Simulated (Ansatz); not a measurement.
Basis-set extrapolation for C$_{2}$H$_{7}$NSSi, SMILES `[SiH3]C1NCS1` (PBE0-D4/def2-TZVP geometry, frozen core, Ansatz). Multiplicity 1, RHF reference.

```
                      def2-TZVPP   def2-QZVPP
                 HF  -820.741479  -820.767980
    MP2 correlation    -0.846428    -0.907159
CCSD(T) correlation    -0.940380      not run
```

Energies in hartree. Use E(X) = E(∞) + A·exp(−7.88·√X) for Hartree–Fock and E(X) = E(∞) + B·X^(−2.97) for correlation, with X = 3 and 4, and add CCSD(T) minus MP2 of the smaller set to the MP2 limit.

Task: What is the CCSD(T) energy at the basis-set limit?

Result: HF limit: -820.767980 + (-0.026501) × 0.13774 = -820.77163. MP2 limit: -0.907159 + (-0.060731) × 0.74074 = -0.95214. Higher-order term: -0.940380 − (-0.846428) = -0.09395. Total: -821.81772 hartree, 3.70 eV below CCSD(T)/def2-TZVPP.
